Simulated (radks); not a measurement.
Initial-state core-level shifts of the scandium ion Sc+ when its valence configuration changes from [Ar] 3d1 4s1. Method: scalar-relativistic Kohn-Sham, SCAN, spin-polarised, spherical densities, finite nucleus; open shells are filled with parallel spins first; meta-GGA in the generalised Kohn-Sham scheme; Fermi nuclear charge, rms radius 3.5459 fm; computed with a radial shooting solver on a logarithmic mesh with Libxc functionals. Shifts are changes of the shell-averaged eigenvalues in eV (positive: less bound); the change of the density at the nucleus, which sets a Mossbauer isomer shift, is in e/bohr^3, on a base of 7287.

valence	1s	2s	2p	3p	density at nucleus
3d2	+4.236	+4.937	+4.886	+4.131	-4.6093
3d0.5 4s1 4p0.5	-3.225	-3.658	-3.626	-3.022	+0.8565
3d0.5 4s0.5 4p1	-3.864	-4.290	-4.253	-3.633	-1.0591
3d1.5 4s0.5	+2.267	+2.645	+2.618	+2.180	-2.4955
3d1 4p1	-1.234	-1.199	-1.194	-1.200	-3.6447
4s0.5 4p1.5	-7.396	-8.335	-8.268	-6.813	-0.0326
